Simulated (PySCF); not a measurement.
Molecule: `CCCOS(C)(=O)=O`, C4H10O3S.

Bonds (- single, = double, # triple, : aromatic): C1-C2, C2-C3, C3-O4, O4-S5, S5-C6, S5=O7, S5=O8. C1 carries H9, H10, H11; C2 carries H12, H13; C3 carries H14, H15; C6 carries H16, H17, H18.

Frames of a GFN2-xTB Langevin trajectory at 200 K; GIAO PBE0/pcSseg-1 shieldings in PySCF 2.14.0 with density-fitted response routines, gas phase, non-relativistic; equivalent atoms averaged within each frame.

Chemical shifts δ = σref − σ; 13C (186.93 ppm), 1H (31.72 ppm) vs TMS; 17O (336.08 ppm) against H2O; 33S (503.73 ppm) vs CS2, all at this level. The references are static minima.

Question: How do the shifts (ppm) fluctuate along the trajectory?

Answer: 
| time (fs) | C3 | C6 | C2 | C1 | O7/O8 | O4 | S5 | H14/H15 | H16/H17/H18 | H9/H10/H11 |
| --- | --- | --- | --- | --- | --- | --- | --- | --- | --- | --- |
| optimised geometry | 70.7 | 45.6 | 29.0 | 12.5 | 240.9 | 190.0 | 316 | 4.31 | 2.70 | 1.29 |
| 250 | 70.1 | 48.1 | 28.6 | 17.2 | 274.1 | 221.1 | 351 | 4.40 | 3.05 | 1.61 |
| 425 | 71.0 | 41.7 | 31.5 | 15.4 | 268.8 | 198.6 | 339 | 4.50 | 2.95 | 1.69 |
| 625 | 68.5 | 52.3 | 29.9 | 12.2 | 257.6 | 198.0 | 316 | 4.28 | 3.08 | 1.21 |
| 800 | 68.0 | 46.0 | 26.0 | 17.7 | 241.0 | 211.4 | 315 | 5.22 | 3.45 | 1.86 |
| 1000 | 66.3 | 47.7 | 31.0 | 13.2 | 240.5 | 203.6 | 310 | 4.08 | 3.19 | 1.30 |
| mean of frames | 68.8 | 47.2 | 29.4 | 15.2 | 256.4 | 206.5 | 326 | 4.49 | 3.14 | 1.53 |
| standard deviation | 1.8 | 3.8 | 2.2 | 2.4 | 15.5 | 9.8 | 18 | 0.44 | 0.19 | 0.27 |

5 frames give an uncertainty of the mean of about the standard deviation over 2.2 at best, since frames this close in time may not be independent; classical motion lacks zero-point vibration, and the reference would need the same averaging.
